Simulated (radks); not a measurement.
Values are calculated unless marked as measured or tabulated.
Spin polarisation of the 3d4 shell in Mn3+. Start: [Ar] 3d(up 2, down 2); electrons of 3d are moved from spin down to spin up, other shells keep equal spins. Level of theory: non-relativistic Kohn-Sham, r2SCAN, spin-polarised, spherical densities, point nucleus; meta-GGA in the generalised Kohn-Sham scheme (a radial shooting solver on a logarithmic mesh with Libxc functionals).

moment (Bohr magnetons)  E - E(0) (eV)  e(3d up) (eV)  e(3d down) (eV)  3p down minus up (eV)
0                                0.000        -41.220          -41.220                 0.000
1                               -0.367        -41.904          -40.436                  1.493
2                               -1.470        -42.494          -39.544                  2.996
3                               -3.323        -42.995          -38.522                  4.517
4                               -5.964        -43.418          -37.270                  6.076

At moment 4 the spin-polarisation energy is -5.964 eV and the 3d exchange splitting 6.148 eV, that is 1.537 eV per Bohr magneton; E = -I m^2/4 would give I = 1.491 eV.
